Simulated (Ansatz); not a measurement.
Calculated with Ansatz (gas phase, PBE0-D4/def2-TZVP geometries, no zero-point term in ΔE). CCSD(T)/CBS is the MP2 limit (def2-TZVPP, def2-QZVPP) plus CCSD(T) − MP2 in def2-TZVPP, frozen cores. This one scheme is used for every species. Functionals use def2-TZVPP. B3LYP here is the variant with VWN-RPA as its local correlation; programs differ in this. One conformer a species, not always the lowest.

Reaction (formal exchange of groups at a B–S bond): `CB(S)CF` + SiH₄ → `CB([SiH3])CF` + H₂S

`CB(S)CF`:

Cartesian coordinates in Å:
```
C -1.520 0.283 0.090
B 0.035 0.369 0.052
S 0.827 1.963 0.252
C 0.929 -0.910 -0.160
F 0.184 -2.076 -0.289
H -1.825 -0.409 0.883
H -2.030 1.235 0.238
H -1.881 -0.172 -0.839
H 2.112 1.575 0.157
H 1.622 -1.049 0.680
H 1.546 -0.808 -1.063
```

SiH₄:

Cartesian coordinates in Å:
```
Si 0.000 0.000 0.000
H -1.302 0.700 0.135
H 0.011 -0.786 -1.259
H 0.193 -0.913 1.155
H 1.098 0.999 -0.030
```

`CB([SiH3])CF`:

Z-matrix (Å, degrees):
```
C
B 1 1.560
H 1 1.093 2 115.5
H 1 1.097 2 109.6 3 -122.9
H 1 1.097 2 109.8 3 123.2
Si 2 2.026 1 122.6 3 -179.5
C 2 1.558 1 118.2 3 0.5
H 6 1.490 2 110.2 1 119.7
H 6 1.490 2 110.4 1 -121.1
H 6 1.491 2 112.2 1 -0.6
F 7 1.390 2 115.7 1 179.9
H 7 1.101 2 109.6 1 57.6
H 7 1.101 2 109.6 1 -57.9
```

H₂S:

```xyz
3

S     0.220   -0.579    0.004
H    -0.839    0.009   -0.572
H     0.619    0.570    0.569
```

```
             level  ΔE (kcal/mol)  difference from CCSD(T)/CBS
            PBE-D4           25.1                         -0.9
         r2SCAN-D4           26.4                          0.4
           PBE0-D4           25.4                         -0.6
               PBE           25.1                         -0.9
             B3LYP           25.9                         -0.1
     HF/def2-TZVPP           26.5                          0.5
    MP2/def2-TZVPP           28.5                          2.5
   CCSD/def2-TZVPP           25.9                         -0.1
    MP2/def2-QZVPP           28.2                          2.2
SCS-MP2/def2-QZVPP           27.5                          1.5
       CCSD(T)/CBS           26.0                            0
```

Largest T1 diagnostic among the species: 0.012.
